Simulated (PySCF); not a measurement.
Run record for `S(C)B[AsH2]`: CAM-B3LYP/def2-SVPD, fitting basis def2-universal-jkfit, start guess sap, TDA, 12 singlets.

Method: TDA CAM-B3LYP/def2-SVPD, vertical, gas phase, core orbitals frozen in the response (PySCF 2.14.0, density-fitted response routines). Geometry: GFN2-xTB. A driver script takes a list of jobs; this job's settings line and coordinates (Å) are shown.

Command:
```bash
OMP_NUM_THREADS=1 python probes_run.py task.json out
```

Input:
```
{"job": {"kind": "uv", "xc": "CAM-B3LYP", "basis": "def2-SVPD", "nstates": 12, "ntriplets": 5, "tda": true, "scf": {"aux": "def2-universal-jkfit", "guess": "sap"}}, "charge": 0, "multiplicity": 1}
C     -1.645263     0.225671     0.097316
S     -0.868893    -1.392835    -0.260740
B      0.853329    -1.063955    -0.261130
As     1.699460     0.712555     0.168208
H     -2.714609     0.060426     0.178687
H     -1.435435     0.914672    -0.718176
H     -1.253074     0.618149     1.033845
H      1.506634    -2.021464    -0.444059
H      0.993969     1.462214    -0.932859
H      2.872765     0.489220    -0.736461
```

Output:
```
final grid: 79472 points
cycle   1  E = -2697.7541263743  dE =  5.227e-01  |g| = 2.720e+00  |ddm| = 7.288e+00
cycle   2  E = -2695.7848302792  dE =  1.969e+00  |g| = 3.881e+00  |ddm| = 9.613e+00
cycle   3  E = -2700.2274810089  dE = -4.443e+00  |g| = 3.909e-01  |ddm| = 7.090e+00
cycle   4  E = -2700.2608735726  dE = -3.339e-02  |g| = 3.023e-01  |ddm| = 1.445e+00
cycle   5  E = -2700.2856209037  dE = -2.475e-02  |g| = 5.543e-02  |ddm| = 5.320e-01
cycle   6  E = -2700.2864856113  dE = -8.647e-04  |g| = 1.286e-02  |ddm| = 9.308e-02
cycle   7  E = -2700.2865655957  dE = -7.998e-05  |g| = 6.317e-03  |ddm| = 4.102e-02
cycle   8  E = -2700.2865809379  dE = -1.534e-05  |g| = 1.681e-03  |ddm| = 1.190e-02
cycle   9  E = -2700.2865825686  dE = -1.631e-06  |g| = 4.622e-04  |ddm| = 5.707e-03
cycle  10  E = -2700.2865827231  dE = -1.545e-07  |g| = 9.333e-05  |ddm| = 1.487e-03
cycle  11  E = -2700.2865827310  dE = -7.945e-09  |g| = 2.350e-05  |ddm| = 4.033e-04
cycle  12  E = -2700.2865827316  dE = -5.780e-10  |g| = 9.682e-06  |ddm| = 8.731e-05
converged SCF energy = -2700.2865827316

Static polarisability (au): isotropic 80.276, principal 62.806 78.972 99.050

Singlet excitations
state   eV       nm        f      main configurations
  1   5.0946    243.4   0.05873   H->L 0.82, H-1->L 0.10
  2   6.0212    205.9   0.16502   H-1->L 0.70, H->L 0.12, H-2->L 0.12
  3   6.4213    193.1   0.05227   H->L+1 0.80
  4   6.5361    189.7   0.07481   H-2->L 0.27, H->L+3 0.25, H->L+2 0.19
  5   6.6513    186.4   0.00328   H-3->L 0.23, H->L+2 0.23, H-2->L 0.18
  6   6.8337    181.4   0.01435   H->L+3 0.28, H-1->L+1 0.23, H-2->L 0.13
  7   6.9740    177.8   0.01223   H-3->L 0.48, H-2->L 0.16, H-1->L+1 0.13
  8   7.2036    172.1   0.08984   H-1->L+1 0.40, H->L+2 0.26, H->L+3 0.10
  9   7.4712    165.9   0.11656   H-1->L+2 0.46, H->L+4 0.12, H->L+3 0.10
 10   7.6875    161.3   0.00341   H-1->L+3 0.56, H->L+2 0.08
 11   7.8438    158.1   0.07972   H->L+4 0.33, H-1->L+2 0.19
 12   7.9208    156.5   0.10389   H->L+6 0.46, H-2->L+1 0.20

Triplet excitations (Tamm-Dancoff, eV): 4.2881 4.5889 5.6873 5.8994 6.1231
```

H and L stand for HOMO and LUMO; the number after each pair is its weight.

Q: Give S1 in cm⁻¹ and kJ/mol.

A: 5.0946 eV × 8065.54 = 41091 cm⁻¹; × 96.485 = 491.6 kJ/mol.

Q: Give the mean polarisability as a volume in Å³, and the ratio of the largest to the smallest principal value.

A: 80.276 au × 0.148185 = 11.90 Å³; 99.050/62.806 = 1.58.

In short: SCF converged in 12 cycles with 153 basis and 652 fitting functions; HOMO -8.53 eV, LUMO -0.15 eV; lowest singlet 5.09 eV; lowest triplet 4.29 eV (Tamm–Dancoff); mean polarisability 80.3 au.

 Relativistic effects, spin–orbit coupling among them, are left out although an element past zinc is present.

Q: Estimate the wall time. Hardware: an Intel Xeon Platinum 8488C with one thread, no GPU, shared host with 48 logical CPUs at a one-minute load of 37. And the peak memory of the process?

A: About 15 s, with 0.75 GiB resident at the peak, the Python interpreter and its libraries included.

The values belong to the conformer `[CH3:1][S:2][BH:3][AsH2:4]`: C1–S2–B3–As4 3°, H–As4–B3–S2 -59°, H–As4–B3–S2 -150°.
